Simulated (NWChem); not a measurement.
CH6ClGeN; SMILES C[NH][GeH2][Cl]

```xyz
10

C      1.1611     2.1246     0.2541
N      0.0789     1.5005    -0.4749
Ge    -0.6706    -0.0580     0.0622
Cl     0.7236    -1.7419    -0.0457
H      2.1529     1.6659     0.0789
H      0.9635     2.0693     1.3365
H      1.2337     3.1948    -0.0005
H      0.1658     1.6013    -1.4818
H     -1.8262    -0.3865    -0.8875
H     -1.0501     0.0712     1.5408
```
Atoms are numbered in this order, from 1.

All runs: NWChem. Pople sets run with spherical d functions. Coordinates come from a PBE0/def2-SVP optimisation. Vertical excitations in the gas phase; the lowest state need not have the same character in each row.

```tsv
level	lowest excitation, singlet (eV)	orbital gap (eV)
PBE/6-31G*, TDA	5.72	5.07
B3LYP/6-31G*, TDA	6.28	6.85
LDA (Slater exchange, VWN5)/6-31G*, TDA	5.62	4.95
BHandHLYP/6-31G*, TDA	6.88	9.60
```
